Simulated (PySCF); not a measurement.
# One molecule, several mistakes: CH7N2Si

All numbers below are calculated, not measured. They come from PySCF 2.14.0, an open-source quantum chemistry program, on an isolated molecule that a program drew, which may never have been made. The molecule is CH7N2Si (charge 0, doublet), drawn as the SMILES string `[CH2][SiH](N)N`.

Each row is a Hartree-Fock (HF) and frozen-core CCSD(T) single point in the cc-pV(D+d)Z basis, meant for a local HF minimum. Run 1 is clean. Each other run has one planted mistake out of seven kinds, and not every kind appears here: one electron removed, one electron added, multiplicity raised by two, geometry at a saddle point, minimal basis STO-3G, one bond length entered in bohr, all coordinates scaled. The reference is restricted for singlets and unrestricted otherwise, and also for a bond in bohr. Adding or removing an electron swaps singlet and doublet. Electrons count all cores. HOMO and LUMO are orbital energies over both spins, the gradient is its largest component, and the lowest frequency (negative if imaginary) is given only where the gradient is small. Bond lengths are over the 10 bonds as drawn. T1 is the CCSD diagnostic: over 0.02 (restricted) or 0.045 (unrestricted) a single reference is doubtful.

Geometry of the clean run:
```xyz
11
CH7N2Si, angstrom
C    -1.1302   -0.0783    0.2809
Si    0.2211    0.2697   -0.9485
N     1.5683    1.1955   -0.4108
N     0.8506   -1.2610   -1.4102
H    -1.0865   -0.8996    0.9935
H    -2.0035    0.5609    0.3899
H    -0.3818    1.1008   -2.0227
H     1.4870    2.1947   -0.3849
H     2.1060    0.8707    0.3718
H     0.2223   -2.0226   -1.5845
H     1.6247   -1.2920   -2.0473
```

| run | electrons | basis functions | <S^2> | HOMO (eV) | LUMO (eV) | gradient (hartree/bohr) | lowest frequency (cm^-1) | mean bond (Å) | longest bond (Å) | T1 | HF (hartree) | CCSD(T) (hartree) | mistake |
|---|---|---|---|---|---|---|---|---|---|---|---|---|---|
| 1 | 41 | 100 | 0.760 | -9.96 | 2.87 | 3.8e-05 | 129 | 1.2973 | 1.860 | 0.0110 | -439.81315 | -440.43592 | no fault |
| 2 | 41 | 100 | 3.767 | -2.25 | 0.26 | 6.6e-02 | - | 1.2973 | 1.860 | 0.0222 | -439.57260 | -440.17567 | multiplicity raised by two |
| 3 | 42 | 100 | 0.000 | -0.13 | 9.34 | 8.3e-02 | - | 1.2973 | 1.860 | 0.0119 | -439.75402 | -440.41687 | one electron added |
| 4 | 41 | 100 | 1.557 | -9.88 | 2.53 | 2.3e-02 | - | 1.3866 | 1.896 | 0.0620 | -439.67409 | -440.28990 | one bond length entered in bohr |
| 5 | 41 | 31 | 0.766 | -8.06 | 8.44 | 2.0e-02 | - | 1.2973 | 1.860 | 0.0083 | -434.54600 | -434.75398 | ? |
| 6 | 41 | 100 | 0.759 | -9.93 | 2.90 | 3.1e-02 | - | 1.2597 | 1.806 | 0.0106 | -439.80313 | -440.41997 | ? |

**Which mistake was planted in run 5, and what did it cost?**

It has 31 basis functions where the clean run has 100, with the same electrons and geometry. So the mistake is: minimal basis STO-3G. Subtracting run 1 and multiplying by 627.51 kcal/mol a hartree, the energy moved by 3305.2 kcal/mol in HF and 3565.5 kcal/mol in CCSD(T).

**Which mistake was planted in run 6, and what did it cost?**

The mean and the longest bond both change by the same factor, 0.971, and the gradient is no longer small. So the mistake is: all coordinates scaled. Subtracting run 1 and multiplying by 627.51 kcal/mol a hartree, the energy moved by 6.3 kcal/mol in HF and 10.0 kcal/mol in CCSD(T).

Cautions from the logs. Run 3: the added electron raises the CCSD(T) energy, so it isn't bound in this basis; run 4: T1 is over the limit, so its CCSD(T) energy is less reliable.
